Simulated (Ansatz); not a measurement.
All numbers were calculated with Ansatz.

Basis-set series for CH₅BSe (`B[Se]C`). Charge 0, multiplicity 1. All single points use the PBE0-D4/def2-TZVP geometry.

```xyz
8

B     0.557   -1.355   -0.803
Se    1.058   -0.202    0.601
C    -0.418    1.072    0.653
H    -0.462   -1.177   -1.398
H     1.309   -2.246   -1.047
H    -1.136    0.810   -0.121
H    -0.023    2.072    0.480
H    -0.886    1.027    1.635
```

| functional | basis | functions | energy (Eh) | HOMO (eV) | LUMO (eV) |
| --- | --- | --- | --- | --- | --- |
| PBE0-D4 | def2-TZVPP | 180 | -2467.17539 | -7.42 | -1.22 |
| PBE0-D4 | def2-QZVPP | 353 | -2467.22992 | -7.43 | -1.24 |
| ωB97M-V | def2-TZVPP | 180 | -2467.36181 | -9.55 | 0.68 |
| ωB97M-V | def2-QZVPP | 353 | -2467.41467 | -9.55 | 0.60 |

**Question.** Give the rows for def2-SVP. (Best estimate.)

**Answer.** The calculation gave: 
```tsv
functional	basis	functions	energy (Eh)	HOMO (eV)	LUMO (eV)
PBE0-D4	def2-SVP	85	-2466.80811	-7.38	-1.11
ωB97M-V	def2-SVP	85	-2466.98926	-9.48	0.92
```

Positive LUMOs are unbound and depend on the basis. Scalar relativity is left out up to krypton.
